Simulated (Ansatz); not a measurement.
CH6BFSSi, 11 atoms. Total charge 0; spin multiplicity 1. The bonds changed during the relaxation, so this is another structure than the one it started from. All runs use 4 threads of a server CPU on a shared host. Correlated methods freeze the cores.

(1) Give the basis size and wall time and peak host memory of each of these runs in Ansatz. RKS PBE0-D4/def2-TZVP frequencies; RHF-CCSD(T)/def2-TZVPP energy; direct RPA on PBE orbitals/def2-TZVPP energy; RKS r2SCAN0-D4/def2-TZVPP energy; RKS ωB97M-V/def2-SVP energy; RHF-MP2/def2-QZVPP energy; RKS ωB97M-V/def2-QZVPP energy; RKS B97M-V/def2-TZVPP energy; RKS PBE0-D4/def2-SVP energy; RKS PBE0-D4/def2-QZVPP energy; RKS PBE0-D4/def2-TZVP relaxation (10 steps); RKS ωB97X-V/def2-TZVPP energy. (Best estimate.)

Results:

(1) The calculation gave: Other jobs shared the machine, so times are rough.

```
                                level                    job  functions  wall time  peak host memory (GiB)
                 RKS PBE0-D4/def2-SVP                 energy        108      1.1 s                    0.25
                 RKS ωB97M-V/def2-SVP                 energy        108      4.4 s                    0.35
            RKS r2SCAN0-D4/def2-TZVPP                 energy        261        6 s                    0.73
direct RPA on PBE orbitals/def2-TZVPP                 energy        261        6 s                    0.64
               RKS ωB97X-V/def2-TZVPP                 energy        261        9 s                    0.85
               RKS PBE0-D4/def2-QZVPP                 energy        491       10 s                     1.9
                RKS B97M-V/def2-TZVPP                 energy        261       10 s                    0.46
               RKS ωB97M-V/def2-QZVPP                 energy        491       23 s                     2.3
                   RHF-MP2/def2-QZVPP                 energy        491       26 s                     3.2
                RKS PBE0-D4/def2-TZVP  relaxation (10 steps)        203       39 s                    0.55
                RKS PBE0-D4/def2-TZVP            frequencies        203    2.6 min                    0.55
               RHF-CCSD(T)/def2-TZVPP                 energy        261    2.8 min                       6
```
